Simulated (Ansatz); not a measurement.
Reaction (atomization): `CB1[CH2][GeH2][NH]1` → B• + 2 C• + Ge• + 8 H• + N•

Isolated molecules relaxed with PBE0-D4/def2-TZVP in Ansatz; ΔE leaves out vibrations. CBS: MP2 limit from def2 TZ/QZ plus the TZ coupled-cluster correction, frozen cores. This one scheme is used for every species, atoms too. No spin–orbit coupling; open shells (•) take unrestricted orbitals. Spin–orbit coupling would lower the free atoms: a little for B, C; clearly for Ge. Bonds to Ge are less sure, by a few kJ/mol each and by 10 to 20 or more in all where they break to atoms, as the def2 sets lack core-valence functions. Scalar relativity is left out up to krypton.

```
              species  MP2/def2-QZVPP energy (Eh)
`CB1[CH2][GeH2][NH]1`                 -2236.27195
                   B•                   -24.57979
                   C•                   -37.76525
                  Ge•                 -2075.80614
                   H•                    -0.49998
                   N•                   -54.50773
```

Question: Work out ΔE.

Answer: ΔE = 8 × (-0.49998) + 2 × (-37.76525) + (-24.57979) + (-2075.80614) + (-54.50773) − (-2236.27195) = 1.84795 Eh = +50.29 eV. CCSD(T)/CBS gives +50.18 eV.

Largest T1 diagnostic among the species: 0.014.

The D4 term adds +0.45 eV with B3LYP and +0.24 eV with PBE0; it sums over pairs of atoms, weighted by their polarisabilities, and B3LYP, whose exchange is more repulsive, gets the larger term. From PBE to PBE0 (25 % exact exchange), in def2-TZVPP and without D4, ΔE moves by −0.57 eV: exact exchange takes away binding that semilocal exchange gives to molecules. In def2-TZVPP, CCSD(T) changes the Hartree–Fock value by +11.98 eV (the triples alone add +0.69 eV) and MP2 by +12.53 eV; breaking electron pairs costs correlation energy, which Hartree–Fock lacks.

B3LYP here is the variant with VWN-RPA as its local correlation; programs differ in this.

For atomizations the MP2-based limit and the directly extrapolated one differ by several kJ/mol either way, and by 10 to 25 for some Ge, Se and Sn compounds, so smaller differences from it don't rank the levels.
